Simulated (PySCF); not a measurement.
PySCF 2.14 output of an unrestricted r2SCAN calculation on a single atom or ion in aug-cc-pVTZ-DK3, with the spin-free X2C one-electron Hamiltonian (Gaussian nucleus):

```
SCF conv_tol = 1e-09
number electrons alpha = 27  beta = 23
    J. W. Furness, A. D. Kaplan, J. Ning, J. P. Perdew, and J. Sun.,  J. Phys. Chem. Lett. 11, 8208-8215 (2020)
    J. W. Furness, A. D. Kaplan, J. Ning, J. P. Perdew, and J. Sun.,  J. Phys. Chem. Lett. 11, 9248-9248 (2020)
    J. W. Furness, A. D. Kaplan, J. Ning, J. P. Perdew, and J. Sun.,  J. Phys. Chem. Lett. 11, 8208-8215 (2020)
    J. W. Furness, A. D. Kaplan, J. Ning, J. P. Perdew, and J. Sun.,  J. Phys. Chem. Lett. 11, 9248-9248 (2020)
cycle= 1 E= -6175.90473800655  delta_E= -0.00579  |g|= 0.0223  |ddm|= 0.793
cycle= 2 E= -6175.90492167589  delta_E= -0.000184  |g|= 0.0132  |ddm|= 0.153
cycle= 3 E= -6175.90498730483  delta_E= -6.56e-05  |g|= 0.00188  |ddm|= 0.0487
cycle= 4 E= -6175.90500367269  delta_E= -1.64e-05  |g|= 0.00067  |ddm|= 0.0484
cycle= 5 E= -6175.90500958371  delta_E= -5.91e-06  |g|= 0.000239  |ddm|= 0.0289
cycle= 6 E= -6175.90501015  delta_E= -5.66e-07  |g|= 3.22e-05  |ddm|= 0.0127
cycle= 7 E= -6175.90501015387  delta_E= -3.87e-09  |g|= 4.91e-06  |ddm|= 0.00286
cycle= 8 E= -6175.90501015408  delta_E= -2.14e-10  |g|= 1.84e-07  |ddm|= 0.000387
converged SCF energy = -6175.90501015408  <S^2> = 6.0031116  2S+1 = 5.0012445
```

The run itself started from symmetry-adapted Hartree-Fock orbitals and held the occupation by maximum overlap, on a logarithmic radial grid, so the iterations belong to that start.

Q: Which element, charge and spin multiplicity is this?

A: Sn (tin, neutral), multiplicity 5; the state was [Kr] 4d10 5s1 5p2 6s1, high-spin 5P determinant (an excited configuration).

The outer electron is Rydberg-like, and this basis confines it to a smaller radius and binds it less than a complete one would.
